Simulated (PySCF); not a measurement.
Se(Br)(OH), SMILES O[Se]Br (HBrOSe) (PBE0/def2-SVP optimised geometry):

```
4

Se    -0.978    -1.023     0.000
Br     1.357    -1.023     0.000
O     -1.357     0.719     0.000
H     -1.328     1.023     0.919
```

Level of theory: PBE0/def2-TZVP (PySCF 2.14.0).

### Question
What are the frontier orbital energies and the dipole moment?

### Answer
HOMO-2 -9.26 eV, HOMO-1 -8.78 eV, HOMO -6.78 eV, LUMO -2.35 eV, LUMO+1 -1.35 eV; dipole moment 1.73 D.

On the same geometry PBE/def2-TZVP in PySCF gives HOMO-2 -7.82 eV, HOMO-1 -7.46 eV, HOMO -5.53 eV, LUMO -3.17 eV, LUMO+1 -2.31 eV; dipole moment 1.71 D.

Meta-Löwdin charges at PBE0/def2-TZVP: Se1 0.44, Br2 -0.16, O3 -0.63, H4 0.35.
